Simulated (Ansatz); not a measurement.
ClF₂HOSW (`[OH][W]([F])([F])(=[S])[Cl]`). The species carries charge 0 and has multiplicity 1. W: def2 effective core potential. The structure was optimised at the PBE0-D4/def2-TZVP level. It is one conformer, not always the lowest.

```xyz
7

O     1.189   -0.428    0.874
W    -0.240    0.177   -0.144
F    -0.660    1.174    1.434
F    -0.215    1.858   -0.898
S     0.277   -0.831   -1.957
Cl   -2.175   -0.920    0.217
H     1.823   -1.030    0.474
```

(1) What is the dipole moment at PBE/def2-TZVPP? (An estimate is asked.)

(2) And with r2SCAN, B3LYP, ωB97M-V? (An estimate is asked.)

(3) Give the Mulliken charges with PBE, ωB97M-V, r2SCAN in def2-TZVPP. (Estimate.)

Answers

(1) The calculation gave: 2.55 D, with components (1.59, -1.90, -0.60) D in this frame, pointing from negative to positive charge.

(2) Computed: r2SCAN 2.65 D, B3LYP 2.88 D, ωB97M-V 2.95 D.

(3) Ansatz gave: 
```json
{"atom": "O1", "PBE": "-0.26", "ωB97M-V": "-0.29", "r2SCAN": "-0.32"}
{"atom": "W2", "PBE": "0.83", "ωB97M-V": "0.93", "r2SCAN": "1.04"}
{"atom": "F3", "PBE": "-0.28", "ωB97M-V": "-0.33", "r2SCAN": "-0.33"}
{"atom": "F4", "PBE": "-0.20", "ωB97M-V": "-0.25", "r2SCAN": "-0.25"}
{"atom": "S5", "PBE": "-0.18", "ωB97M-V": "-0.15", "r2SCAN": "-0.22"}
{"atom": "Cl6", "PBE": "-0.14", "ωB97M-V": "-0.14", "r2SCAN": "-0.17"}
{"atom": "H7", "PBE": "0.23", "ωB97M-V": "0.22", "r2SCAN": "0.24"}
```

B3LYP here is the variant with VWN-RPA as its local correlation; programs differ in this.
